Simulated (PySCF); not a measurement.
Caution: the highest occupied level lies above zero, so the state may not be bound.

Delta-SCF ions had no search for a lower state. 

C$_{3}$H$_{2}$N, SMILES `[H]/[C-]=C\C#N` (charge -1, multiplicity 1)

The numbers are results of PySCF 2.14.0 with PBE-D3(BJ)/def2-TZVPD // PBE0-D4/def2-TZVPD, not measurements.

```json
{
 "HOMO": "0.87 eV",
 "vertical detachment energy (Delta-SCF)": "2.31 eV",
 "total_energy": "-170.0655 Ha",
 "cost": "roughly 70 core-seconds"
}
```

```xyz
6

C     -1.3118     0.5592    -0.3126
C     -0.3532    -0.4062    -0.2724
C      0.9913    -0.2020     0.1604
N      2.0825    -0.0182     0.5160
H     -0.8528     1.5050     0.0467
H     -0.5560    -1.4378    -0.5794
```
Charge -1, spin multiplicity 1.
